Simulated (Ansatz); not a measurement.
C$_{3}$H$_{6}$BClO (`C=CB(Cl)CO`) at its PBE0-D4/def2-TZVP geometry, where that method's forces vanish. The species carries charge 0 and has multiplicity 1.

| atom | x (Å) | y (Å) | z (Å) |
| --- | --- | --- | --- |
| C1 | 1.1508 | -1.9053 | 0.4541 |
| C2 | 0.2588 | -0.9130 | 0.4895 |
| B3 | 0.4060 | 0.4076 | -0.2907 |
| Cl4 | 1.8931 | 0.7610 | -1.1750 |
| C5 | -0.7118 | 1.5055 | -0.3585 |
| O6 | -1.9356 | 1.2023 | 0.2922 |
| H7 | 1.0143 | -2.8276 | 1.0108 |
| H8 | 2.0557 | -1.8250 | -0.1408 |
| H9 | -0.6300 | -1.0426 | 1.1044 |
| H10 | -0.3188 | 2.4066 | 0.1307 |
| H11 | -0.8745 | 1.8143 | -1.4037 |
| H12 | -2.3082 | 0.4161 | -0.1128 |

Problem. For each bond, give half the difference of the two atoms' forces along it (eV/Å; positive pushes the atoms apart) under PBE-D4, r2SCAN-D4, B3LYP-D4, ωB97M-V in def2-TZVPP. (An estimate is asked.)

Solution. Ansatz gave: 
| bond | length (Å) | PBE-D4 | r2SCAN-D4 | B3LYP-D4 | ωB97M-V |
| --- | --- | --- | --- | --- | --- |
| C1–C2 | 1.335 | 0.37 | 0.20 | 0.15 | -0.02 |
| C1–H7 | 1.086 | 0.00 | -0.08 | -0.10 | -0.04 |
| C1–H8 | 1.086 | 0.05 | -0.05 | -0.08 | -0.06 |
| C2–B3 | 1.541 | -0.16 | -0.08 | -0.07 | 0.08 |
| C2–H9 | 1.088 | 0.09 | -0.03 | -0.09 | -0.10 |
| B3–Cl4 | 1.766 | 0.14 | 0.13 | 0.21 | 0.07 |
| B3–C5 | 1.568 | -0.16 | -0.13 | -0.07 | -0.03 |
| C5–O6 | 1.419 | 0.34 | 0.34 | 0.37 | 0.29 |
| C5–H10 | 1.098 | 0.14 | -0.03 | -0.13 | -0.12 |
| C5–H11 | 1.102 | 0.12 | -0.04 | -0.11 | -0.14 |
| O6–H12 | 0.960 | 0.39 | 0.00 | -0.05 | -0.10 |

B3LYP here is the variant with VWN-RPA as its local correlation; programs differ in this.
